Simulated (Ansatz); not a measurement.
Geometry optimisation, RKS PBE/def2-SVP (Ansatz).

The input (input.yaml):

```yaml
crystal:
  periodic: [false, false, false]
  atoms:
    - { symbol: "N", position_ang: [1.2356, 1.2264, 0.455] }
    - { symbol: Si, position_ang: [0.2992, -0.1248, 0.922] }
    - { symbol: C, position_ang: [-0.8534, -0.7891, -0.4748] }
    - { symbol: O, position_ang: [-1.4362, -1.7691, -0.2667] }
    - { symbol: O, position_ang: [-0.844, -0.1663, -1.6801] }
    - { symbol: H, position_ang: [1.18268, 1.92961, 1.29343] }
    - { symbol: H, position_ang: [2.20958, 0.99043, 0.4204] }
    - { symbol: H, position_ang: [1.3694, -1.0942, 1.3209] }
    - { symbol: H, position_ang: [-0.4724, 0.3222, 2.1524] }
    - { symbol: H, position_ang: [-1.4824, -0.6768, -2.1742] }
basis:
  gaussian: { orbitals: def2-SVP }
hamiltonian:
  xc: pbe
relax:
  f_tol: 0.015
  max_steps: 40
```

Run as:

```bash
$ ansatz run input.yaml --threads 2 --pin off --max-ram 3072MiB --backend cpu --events-out ev --progress --plain --runs-dir out
```

Problem. Where does it end, and by what steps?

Solution. The run converged. The force dipped under the threshold on the way, but the program's further checks kept it going. After 12 steps the energy has fallen by 0.739 eV; H6 moved furthest, 0.64 Å.

```json
{"step": "0", "energy less start (eV)": "0.0000", "largest force component (eV/Å)": "5.019", "accepted": "yes"}
{"step": "1", "energy less start (eV)": "-0.5758", "largest force component (eV/Å)": "0.941", "accepted": "yes"}
{"step": "2", "energy less start (eV)": "-0.6191", "largest force component (eV/Å)": "0.613", "accepted": "yes"}
{"step": "3", "energy less start (eV)": "-0.6430", "largest force component (eV/Å)": "0.556", "accepted": "yes"}
{"step": "4", "energy less start (eV)": "-0.6135", "largest force component (eV/Å)": "0.738", "accepted": "no"}
{"step": "5", "energy less start (eV)": "-0.6912", "largest force component (eV/Å)": "0.242", "accepted": "yes"}
{"step": "6", "energy less start (eV)": "-0.7094", "largest force component (eV/Å)": "0.320", "accepted": "yes"}
{"step": "7", "energy less start (eV)": "-0.7280", "largest force component (eV/Å)": "0.164", "accepted": "yes"}
{"step": "8", "energy less start (eV)": "-0.7268", "largest force component (eV/Å)": "0.895", "accepted": "no"}
{"step": "9", "energy less start (eV)": "-0.7349", "largest force component (eV/Å)": "0.086", "accepted": "yes"}
{"step": "10", "energy less start (eV)": "-0.7390", "largest force component (eV/Å)": "0.013", "accepted": "yes"}
{"step": "11", "energy less start (eV)": "-0.7394", "largest force component (eV/Å)": "0.036", "accepted": "yes"}
{"step": "12", "energy less start (eV)": "-0.7395", "largest force component (eV/Å)": "0.011", "accepted": "yes"}
```

```xyz
10
Properties=species:S:1:pos:R:3
N 1.401 1.193 0.820
Si 0.376 -0.194 1.062
C -0.792 -0.786 -0.379
O -1.553 -1.729 -0.251
O -0.693 -0.075 -1.536
H 0.953 2.108 0.726
H 2.166 1.116 0.143
H 1.241 -1.388 1.342
H -0.557 0.096 2.200
H -1.334 -0.493 -2.160
```

Whether the end is a true minimum wasn't checked by a vibrational analysis.

The run took 18 s on 2 threads of AMD EPYC 7B13 (Zen 3) (shared host), peak memory 0.17 GiB.
